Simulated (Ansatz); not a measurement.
`C[N](C)[Y]([N](C)C)[N](C)C` and `C[N](C)[Sc]([N](C)C)[N](C)C` differ in one element.

Ansatz, PBE0-D4/def2-TZVP geometries, multiplicity 1. Each molecule was computed in one conformer, which needn't be the lowest.

Elements past krypton have def2 core potentials. Scalar relativity is left out up to krypton.

| property | `C[N](C)[Y]([N](C)C)[N](C)C` |
| --- | --- |
| LUMO energy (ωB97M-V/def2-TZVPP) / eV | -0.03 |
| HOMO energy (ωB97M-V/def2-TZVPP) / eV | -7.70 |
| LUMO energy (PBE0/def2-TZVPP) / eV | -1.19 |
| HOMO–LUMO gap (PBE/def2-TZVPP) / eV | 2.31 |
| HOMO energy (B3LYP/def2-TZVPP) / eV | -5.24 |
| HOMO energy (PBE/def2-TZVPP) / eV | -4.23 |

Q: Give the same properties after the change, and the shifts. (Best estimate.)

A: Computed: 
```tsv
property	`C[N](C)[Sc]([N](C)C)[N](C)C`	shift
LUMO energy (ωB97M-V/def2-TZVPP) / eV	0.29	0.32
HOMO energy (ωB97M-V/def2-TZVPP) / eV	-7.90	-0.20
LUMO energy (PBE0/def2-TZVPP) / eV	-1.06	0.13
HOMO–LUMO gap (PBE/def2-TZVPP) / eV	2.51	0.20
HOMO energy (B3LYP/def2-TZVPP) / eV	-5.42	-0.18
HOMO energy (PBE/def2-TZVPP) / eV	-4.39	-0.16
```

With PBE0 the HOMO falls by 0.18 eV and the LUMO rises by 0.13 eV, so the gap widens by about 0.31 eV. PBE moves the HOMO by -0.16 eV and ωB97M-V by -0.20 eV.

B3LYP here is the variant with VWN-RPA as its local correlation; programs differ in this.
